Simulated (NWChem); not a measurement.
Species: aminoborane (BNH4); SMILES BN

Results from NWChem. Coordinates come from a PBE0/def2-SVP optimisation. B3LYP is NWChem's, with the RPA form of VWN correlation. Field at 589 nm.

Problem. Estimate the computed values for B3LYP/def2-SVP. Quantities: isotropic polarisability (bohr³); anisotropy (bohr³).

Solution. 
```json
{
  "isotropic polarisability (bohr³)": "21.7",
  "anisotropy (bohr³)": "12.9"
}
```
